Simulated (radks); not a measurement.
These are the eigenvalues of the occupied orbitals of an atom or ion with whole-number occupations (eV). All-electron calculation, non-relativistic Kohn-Sham, Slater X-alpha with alpha = 1.007, spin-polarised, spherical densities, point nucleus. Program: a radial shooting solver on a logarithmic mesh with Libxc functionals.

1s up: -2808.766
1s down: -2808.069
2s up: -279.7514
2s down: -278.9504
2p up: -221.8267
2p down: -220.8514
3s up: -37.9276
3s down: -33.7047
3p up: -24.8873
3p down: -20.9210

Which element is it, and in what charge state? The configuration may be excited. Open shells, if any, are filled with parallel spins first.

Answer. Z = 17, chlorine, charge +1: Cl+ in [Ne] 3s2 3p4. The list shows which subshells hold electrons but not how many an open one holds; the 1s level, -103.22 hartree, gives Z - s = 14.4 by -(Z - s)^2/2, which with screening narrows Z to a few neighbours, and the depths of the outer levels then fix element, charge and occupations together.
